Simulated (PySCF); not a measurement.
# Potential energy of SrSe⁺ along the bond

Set-up: Sr def2-SVPD with ECP28, Se def2-SVPD; scalar-relativistic core potentials (PySCF 2.14). Energies in eV from Sr⁺ + Se in their ground configurations at the same level. State: ²Π (doublet), unpaired electrons π ↑.

| R (Å) | UHF-MP2 |
| --- | --- |
| 2.381 | -1.010 |
| 2.491 | -1.596 |
| 2.602 | -1.930 |
| 2.685 | -2.057 |
| 2.768 | -2.106 |
| 2.851 | -2.093 |
| 2.962 | -2.007 |
| 3.100 | -1.823 |
| 3.266 | -1.537 |
| 3.488 | -1.081 |

Question: Put a parabola through the three lowest points of the UHF-MP2 curve and estimate Re, k and ωe (reduced mass 41.86 u; 1 eV/Å² = 0.16022 mdyn/Å; ωe = 1302.8·√(k/μ) cm⁻¹).

Answer: Through R = 2.685, 2.768, 2.851 Å the second-order coefficient is 4.50 eV/Å², so Re ≈ 2.792 Å, k ≈ 1.44 mdyn/Å and ωe ≈ 242 cm⁻¹. A polynomial fit of higher order to the unrounded UHF-MP2 energies gives Re = 2.790 Å, k = 1.31 mdyn/Å, ωe = 230 cm⁻¹; anharmonicity and rounding make the difference.

The higher-order fit for each curve: UHF-MP2: Re = 2.790 Å, ωe = 230 cm⁻¹, De = 2.11 eV.

Correlated steps freeze 9 core orbitals. Correlated levels converge slowly with the basis: in double zeta they bind strong bonds too weakly, by up to about 1 eV, and carry superposition errors of some tenths. Spin–orbit coupling is left out. For an ion De counts to the pair picked by the measured ionisation energies or electron affinities, which need not be the lowest pair at this level. The state is the lowest determinant that a PBE0 search found; another state may lie lower at other levels.
